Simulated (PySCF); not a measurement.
# CrS₃⁻: breathing scan

All numbers come from UPBE/[Cr def2-SVPD, S def2-SVPD], no relativity, density fitting, PySCF.

Rigid scan from the doublet minimum (Cr–S 2.057 Å (×3); S–Cr–S 120.0° (×3)). Coordinate: all bonds to the central atom scaled together. Energies in kJ/mol from the minimum.

| scale of all bonds to the centre | E (kJ/mol) | ⟨S²⟩ |
| --- | --- | --- |
| 0.88 | 279.5 | 0.76 |
| 0.92 | 107.6 | 0.78 |
| 0.96 | 23.3 | 0.80 |
| 1.00 | 0.0 | 0.85 |
| 1.04 | 17.4 | 0.99 |
| 1.08 | 59.3 | 1.26 |
| 1.14 | 143.6 | 1.81 |
| 1.22 | 266.4 | 2.53 |
| 1.35 | 452.8 | 3.39 |

Spin contamination is strong at 1.04, 1.08, 1.14, 1.22, 1.35, so these points are less reliable.

With open d or f shells other occupations or spin states may lie lower.

Other isomers or separated fragments may lie lower.

The scan took roughly 4 core-minutes on a shared host.
